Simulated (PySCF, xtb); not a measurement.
TeBr4, SMILES Br[Te](Br)(Br)Br.

xtb with GFN2-xTB at its own geometry gives an orbital gap of 2.64 eV and a dipole moment of 3.42 D.

Geometry optimised at PBE-D3(BJ)/def2-SVP. The def2 effective core potentials stand for the cores of Te; spin–orbit coupling is left out.

Q: What does HF/def2-TZVP (PySCF) give? (Estimate from the structure and the level; the computed values follow.)

A: gap 8.51 eV (levels -9.82 and -1.31 eV), dipole 0.68 D.
